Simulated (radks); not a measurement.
Values are calculated unless marked as measured or tabulated.
Ionisation of Ir2+, [Xe] 4f14 5d7, to Ir3+, [Xe] 4f14 5d6, under several functionals. Scalar-relativistic Kohn-Sham, spin-polarised, spherical densities, point nucleus; open shells are filled with parallel spins first (spin-orbit coupling, left out, can overturn this in heavy ions); a radial shooting solver on a logarithmic mesh with Libxc functionals.

functional                                      E(Ir2+) (hartree)  Exc (hartree)  IE (eV)  -e(HOMO) (eV)  <r> HOMO (bohr)  IE error (eV)
LDA (Slater exchange, Perdew-Wang correlation)        -17816.5156      -335.5884   29.560         23.685            1.635         +1.560
XLYP                                                  -17828.5830      -347.6077   29.143         23.273            1.646         +1.143
PBE                                                   -17826.6016      -345.6578   29.052         23.220            1.634         +1.052
HCTH/407                                              -17836.9174      -356.4002   29.220         23.347            1.634         +1.220
Wu-Cohen GGA                                          -17825.3888      -344.4425   29.106         23.279            1.629         +1.106
B86b exchange with PBE correlation                    -17827.9060      -346.9617   29.078         23.247            1.634         +1.078

NIST Atomic Spectra Database: 28 eV (theoretical). Closest: PBE. The Delta-SCF values span 0.51 eV, the total energies 20.40 hartree. The highest occupied level is 5d. Open shells are spherical and high-spin; term and fine-structure splittings are not resolved. Spin-orbit splitting is averaged out at the scalar-relativistic level.
